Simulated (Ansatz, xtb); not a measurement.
Isomers of C5H5FN2 in order of energy

7 gas-phase structures of C5H5FN2, from a drawn sample of its isomers (lower ones may exist). Each was relaxed with GFN2-xTB:

A. `Cc1cncnc1F`, a singlet
B. `Cc1ncncc1F`, a singlet
C. `Cc1cnc(F)nc1`, a singlet
D. `Cc1cc(F)ncn1`, a singlet
E. `Cc1ncc(F)cn1`, a singlet
F. `Cc1nccc(F)n1`, a singlet
G. `Cc1ccnc(F)n1`, a singlet

Question: Estimate their order in r2SCAN-D4/def2-SVP energy at these geometries, lowest first.

Answer: Calculated order at r2SCAN-D4/def2-SVP: G (0.0), F (1.2), D (2.0), C (3.0), A (3.4), B (10.5), E (11.5) kcal/mol. Less than 1 kcal/mol parts F and D; D and C; C and A, so the order within those pairs means little.

Energies above the lowest of each column, in kcal/mol; the last columns are at PBE-D3(BJ)/def2-SVP geometries and were run for some of them only (a dash: not run or not comparable):

```csv
structure,GFN2-xTB,HF/STO-3G,r2SCAN-D4/def2-SVP,PBE-D3(BJ)/def2-SVP,CCSD(T)/def2-SVP + ΔMP2/def2-TZVPP
G,0.0,0.0,0.0,0.0,0.0
F,1.2,1.0,1.2,1.0,0.7
D,1.6,1.4,2.0,1.7,1.2
C,1.9,1.5,3.0,2.5,2.7
A,3.4,2.6,3.4,2.6,2.6
B,6.1,6.4,10.5,9.2,9.1
E,6.0,6.4,11.5,–,–
```

Every level run on G puts it lowest or level with the lowest. CCSD(T)/def2-SVP + ΔMP2/def2-TZVPP orders those it was run on as G (0.0), F (0.7), D (1.2), A (2.6), C (2.7), B (9.1) kcal/mol. Less than 1 kcal/mol parts G and F; F and D; A and C, so the order within those pairs means little. F keeps a small imaginary mode. Frequencies (GFN2-xTB) were run for A, B, C, D, F, G alone. ΔMP2 is the change of the MP2 energy from the smaller to the larger basis.

Over these structures GFN2-xTB departs from r2SCAN-D4/def2-SVP by 1.9 kcal/mol on average once a common shift is removed. A GFN2-xTB relaxation took about 0.05 s and the r2SCAN-D4/def2-SVP energy about 3 s on a shared host (Ansatz 0.2.0, xtb 6.7.1).
